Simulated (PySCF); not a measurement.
SiHI, SMILES I[SiH] (connectivity only; charge and spin as stated), neutral, multiplicity 1.

The structure is a stationary point at PBE0-D3(BJ)/def2-TZVP. The def2 effective core potentials stand for the cores of I; spin–orbit coupling is left out.

These are PBE0/def2-TZVPD in PySCF values and carry that method's errors.

Isolated molecule, no solvent.

Computed frontier levels, gap, dipole moment and polarisability:
* **highest occupied level**: -6.84 eV
* **lowest empty level**: -3.20 eV
* **orbital gap**: 3.64 eV
* **dipole moment**: 0.85 D
* **quadrupole, principal values (traceless, Buckingham form, about the centre of nuclear charge)**: -4.59, 1.93, 2.66 D·Å
* **mean static polarisability**: 70.4 bohr³ (10.43 Å³)
* **polarisability, principal values**: 54.5, 60.0, 96.6 bohr³
